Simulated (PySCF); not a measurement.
**Removal energies of Cl(5+) from EOM-IP-GCCSD**

Reference: closed-shell Cl(5+), [Ne] 3s2; one electron is removed. Calculated with PySCF 2.14, two-component X2C-1e with screened spin-orbit coupling, x2c-TZVPPall-2c with one added diffuse shell each of s, p, d type (6s7p4d1f, 54 functions); frozen nothing; all 96 virtual spinors kept. No Breit or QED terms. Binding energies in eV.

```json
{"level": "2s1/2", "Koopmans": "375.06", "second order": "371.21", "EOM-CCSD": "369.82"}
{"level": "2p1/2", "Koopmans": "305.38", "second order": "301.41", "EOM-CCSD": "301.92"}
{"level": "2p3/2", "Koopmans": "303.57", "second order": "299.66", "EOM-CCSD": "300.16"}
{"level": "3s1/2", "Koopmans": "95.162", "second order": "96.422", "EOM-CCSD": "96.772"}
```

In EOM-CCSD the overlap with the one-orbital guess is low for 2s1/2 (weight 0.70). That can mean mixing with two-hole, one-particle states, where second order and EOM-CCSD lose accuracy, or only a rotation among the degenerate components of the shell; the terms of those configurations are not listed.

For comparison, the ionisation energy of Cl(5+) is 96.94 ± 0.04 eV (semi-empirical (NIST evaluation); NIST Atomic Spectra Database, ionization energies).

The screened spin-orbit operator tends to give fine-structure splittings of light species too large.
